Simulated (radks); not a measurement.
Task: Ionisation of the copper ion Cu+, [Ar] 3d10, to [Ar] 3d9 as the strength of local exchange is varied. Calculated with a radial shooting solver on a logarithmic mesh with Libxc functionals: scalar-relativistic Kohn-Sham, Slater X-alpha exchange (alpha = 2/3 is LDA exchange), no correlation, spin-polarised, spherical densities, finite nucleus; Fermi nuclear charge, rms radius 3.8823 fm.

| alpha | E(Cu+) (hartree) | exchange (hartree) | IE (eV) | -e of the level emptied (eV) | <r> of it (bohr) |
|---|---|---|---|---|---|
| 0.594 | -1642.66687 | -55.12656 | 18.613 | 11.566 (3d) | 1.046 |
| 0.667 | -1649.46258 | -62.18925 | 19.903 | 12.630 (3d) | 1.023 |
| 0.78 | -1660.04411 | -73.24540 | 22.031 | 14.415 (3d) | 0.9899 |
| 1.013 | -1682.10024 | -96.51244 | 26.925 | 18.640 (3d) | 0.9303 |
| 1.018 | -1682.57705 | -97.01861 | 27.038 | 18.738 (3d) | 0.9291 |
| 1.031 | -1683.81742 | -98.33601 | 27.332 | 18.997 (3d) | 0.9261 |
| x | -1684.10380 | -98.64031 | 27.400 | 19.057 (3d) | 0.9254 |

Which alpha was used in the last row?

Result: alpha = 1.034. NIST Atomic Spectra Database: 20.292 eV (measured). The Delta-SCF value meets it near alpha = 0.69. Open shells are spherical and high-spin; term and fine-structure splittings are not resolved.
